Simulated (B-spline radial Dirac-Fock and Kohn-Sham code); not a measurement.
# Kohn-Sham estimates against Dirac-Fock for the levels of Tc⁶⁺

System: technetium as Tc⁶⁺, configuration [Kr] 4d1.

The density-functional columns are spherical, spin-unpolarised Dirac-Kohn-Sham results without Breit or QED terms: −ε is minus the orbital energy of the initial state and ΔSCF the difference of two total energies. The reference in the last column comes from Dirac-Fock energy differences between relaxed states, corrected for Breit and QED terms. All numbers are from a radial finite-basis atomic code, in eV; a selection of levels is shown. The Kohn-Sham columns are given as differences from the reference. For the 1s level of heavy atoms much of the gap between ΔSCF and the reference is the Breit and QED part, -58.7 eV here; for other levels the error of the functional can be larger.

| level | PBE −ε − DF | PBE ΔSCF − DF | LDA −ε − DF | LDA ΔSCF − DF | Dirac-Fock |
| --- | --- | --- | --- | --- | --- |
| K | -204.7 | +80.9 | -232.9 | +51.8 | 21148.0 |
| L1 | -92.0 | -39.2 | -95.2 | -42.2 | 3153.8 |
| L2 | -69.7 | -5.3 | -70.8 | -6.3 | 2899.7 |
| L3 | -71.5 | -9.7 | -72.3 | -10.5 | 2783.3 |
| M1 | -47.2 | -26.1 | -48.4 | -27.2 | 650.7 |
| M2 | -38.1 | -16.8 | -38.5 | -17.1 | 552.6 |
| M3 | -37.9 | -17.0 | -38.2 | -17.3 | 532.5 |
| M4 | -22.1 | 0.0 | -21.8 | +0.3 | 359.4 |
| M5 | -22.3 | -0.3 | -21.9 | 0.0 | 355.8 |
| N1 | -15.2 | -4.9 | -15.2 | -4.9 | 168.8 |
| N2 | -9.0 | +0.8 | -8.9 | +0.9 | 135.4 |
| N3 | -9.0 | +0.6 | -8.9 | +0.7 | 132.0 |
| N4,5 | -7.4 | +1.0 | -7.2 | +1.2 | 87.67 |

Values without a named source are computed, but for edge energies of neutral atoms, which are taken from tables.
